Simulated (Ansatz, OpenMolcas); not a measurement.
## Predicting a hybrid from its neighbours: CH6Sn

CH6Sn has 8 atoms, charge 0, and is taken as a singlet. SMILES: `[CH3][SnH3]`. The shape is that of a PBE0-D4/def2-TZVP optimisation.

The HOMO–LUMO gap y, in eV, basis def2-SVP with a core potential; a is the functional's share of exact exchange. Programs: Ansatz 0.2.0, OpenMolcas 26.06.

| functional | program | a | y (eV) |
| --- | --- | --- | --- |
| BLYP | Ansatz | 0 | 7.07 |
| TPSS | OpenMolcas | 0 | 7.48 |
| B3LYP | Ansatz | 0.2 | ? |
| PBE0 | Ansatz | 0.25 | 9.18 |
| r2SCAN0 | Ansatz | 0.25 | 9.64 |
| BHLYP | Ansatz | 0.5 | 10.94 |

Task: Fit y = c + s·a to the known rows and predict B3LYP.

Result: 
1. Means of the 5 rows: a = 0.2000, y = 8.862.
2. Σ(Δa)² = 0.175, Σ(Δa·Δy) = 1.313, so the slope is 1.313/0.175 = 7.5029.
3. Intercept: 8.862 − (7.5029) × 0.2000 = 7.361. The largest residual of the fit is 0.40.
4. B3LYP: 7.361 + (7.5029) × 0.2 = 8.86 eV.

The run gave 8.67 eV, so the prediction is off by +0.19 eV, within the largest residual. Exact exchange lowers occupied levels and raises empty ones. The rows mix families of semi-local functionals, which the line can't see.
